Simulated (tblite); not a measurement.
Parent: `[SiH3:1][C@@H:2]1[CH2:3][CH2:4][CH2:5][S:6][CH2:7]1` with Si1–C2–C3–C4 175°, C2–C3–C4–C5 62°, C3–C4–C5–S6 -64°, C4–C5–S6–C7 57°, C5H12SSi.

Computed geometry: GFN2-xTB, gas phase. One conformer each, not checked by frequencies here.

| coordinate of the parent | value |
| --- | --- |
| Si1–C2 | 1.912 Å |
| C2–C3 | 1.530 Å |
| C3–C4 | 1.529 Å |
| C4–C5 | 1.519 Å |
| C5–S6 | 1.819 Å |
| S6–C7 | 1.824 Å |
| C2–C7 | 1.518 Å |
| Si1–C2–C3 | 111.4° |
| Si1–C2–C7 | 110.4° |
| C3–C2–C7 | 110.7° |
| C2–C3–C4 | 112.5° |
| C3–C4–C5 | 111.9° |
| C4–C5–S6 | 111.0° |
| C5–S6–C7 | 96.7° |
| C2–C7–S6 | 112.0° |

Problem. How does the shared frame change in `[CH3:1][CH2:2][C@@:3]1([SiH3:4])[CH2:5][CH2:6][CH2:7][S:8][CH2:9]1` with C1–C2–C3–Si4 -65°, C2–C3–C5–C6 61°, C3–C5–C6–C7 62°, C5–C6–C7–S8 -63°, C6–C7–S8–C9 57°, C7H16SSi? Atoms pair as Si1 = Si4, C2 = C3, C3 = C5, C4 = C6, C5 = C7, S6 = S8, C7 = C9 (parent first).

Solution. 
| parent | relative | value in the relative | change |
| --- | --- | --- | --- |
| Si1–C2 | Si4–C3 | 1.924 Å | +0.012 |
| C2–C3 | C3–C5 | 1.536 Å | +0.006 |
| C3–C4 | C5–C6 | 1.529 Å | 0.000 |
| C4–C5 | C6–C7 | 1.519 Å | 0.000 |
| C5–S6 | C7–S8 | 1.819 Å | 0.000 |
| S6–C7 | S8–C9 | 1.824 Å | 0.000 |
| C2–C7 | C3–C9 | 1.527 Å | +0.009 |
| Si1–C2–C3 | Si4–C3–C5 | 108.5° | -2.9 |
| Si1–C2–C7 | Si4–C3–C9 | 107.1° | -3.3 |
| C3–C2–C7 | C5–C3–C9 | 108.9° | -1.8 |
| C2–C3–C4 | C3–C5–C6 | 114.7° | +2.2 |
| C3–C4–C5 | C5–C6–C7 | 111.8° | -0.1 |
| C4–C5–S6 | C6–C7–S8 | 110.9° | -0.1 |
| C5–S6–C7 | C7–S8–C9 | 96.7° | 0.0 |
| C2–C7–S6 | C3–C9–S8 | 113.5° | +1.5 |

Of the parent's bonds, Si1–C2 changes most (+0.012 Å). Bonds of the relative outside the shared frame: C1–C2 1.523, C2–C3 1.536 Å. Point group C1 → C1.

Problem. How does the shared frame change in `[N:1]#[C:2][C@@:3]1([SiH3:4])[CH2:5][CH2:6][CH2:7][S:8][CH2:9]1` with C2–C3–C5–C6 62°, C3–C5–C6–C7 63°, C5–C6–C7–S8 -65°, C6–C7–S8–C9 57°, C6H11NSSi? Atoms pair as Si1 = Si4, C2 = C3, C3 = C5, C4 = C6, C5 = C7, S6 = S8, C7 = C9 (parent first).

Solution. 
| parent | relative | value in the relative | change |
| --- | --- | --- | --- |
| Si1–C2 | Si4–C3 | 1.934 Å | +0.022 |
| C2–C3 | C3–C5 | 1.537 Å | +0.007 |
| C3–C4 | C5–C6 | 1.529 Å | 0.000 |
| C4–C5 | C6–C7 | 1.519 Å | 0.000 |
| C5–S6 | C7–S8 | 1.820 Å | +0.001 |
| S6–C7 | S8–C9 | 1.825 Å | +0.001 |
| C2–C7 | C3–C9 | 1.526 Å | +0.008 |
| Si1–C2–C3 | Si4–C3–C5 | 110.4° | -1.0 |
| Si1–C2–C7 | Si4–C3–C9 | 109.2° | -1.2 |
| C3–C2–C7 | C5–C3–C9 | 111.2° | +0.5 |
| C2–C3–C4 | C3–C5–C6 | 112.7° | +0.2 |
| C3–C4–C5 | C5–C6–C7 | 111.8° | -0.1 |
| C4–C5–S6 | C6–C7–S8 | 110.9° | -0.1 |
| C5–S6–C7 | C7–S8–C9 | 96.8° | +0.1 |
| C2–C7–S6 | C3–C9–S8 | 113.1° | +1.1 |

Of the parent's bonds, Si1–C2 changes most (+0.022 Å). Bonds of the relative outside the shared frame: N1≡C2 1.145, C2–C3 1.436 Å. Point group C1 → C1.

Problem. How does the shared frame change in `[CH:1]#[C:2][C@@:3]1([SiH3:4])[CH2:5][CH2:6][CH2:7][S:8][CH2:9]1` with C2–C3–C5–C6 61°, C3–C5–C6–C7 63°, C5–C6–C7–S8 -65°, C6–C7–S8–C9 57°, C7H12SSi? Atoms pair as Si1 = Si4, C2 = C3, C3 = C5, C4 = C6, C5 = C7, S6 = S8, C7 = C9 (parent first).

Solution. 
```
   parent   relative  value in the relative  change
   Si1–C2     Si4–C3                1.928 Å  +0.016
    C2–C3      C3–C5                1.537 Å  +0.007
    C3–C4      C5–C6                1.528 Å  -0.001
    C4–C5      C6–C7                1.519 Å   0.000
    C5–S6      C7–S8                1.819 Å   0.000
    S6–C7      S8–C9                1.824 Å   0.000
    C2–C7      C3–C9                1.526 Å  +0.008
Si1–C2–C3  Si4–C3–C5                 110.2°    -1.2
Si1–C2–C7  Si4–C3–C9                 109.0°    -1.4
 C3–C2–C7   C5–C3–C9                 110.6°    -0.1
 C2–C3–C4   C3–C5–C6                 112.7°    +0.2
 C3–C4–C5   C5–C6–C7                 111.9°     0.0
 C4–C5–S6   C6–C7–S8                 110.7°    -0.3
 C5–S6–C7   C7–S8–C9                  96.7°     0.0
 C2–C7–S6   C3–C9–S8                 113.2°    +1.2
```

Of the parent's bonds, Si1–C2 changes most (+0.016 Å). Bonds of the relative outside the shared frame: C1≡C2 1.197, C2–C3 1.448 Å. Point group C1 → C1.
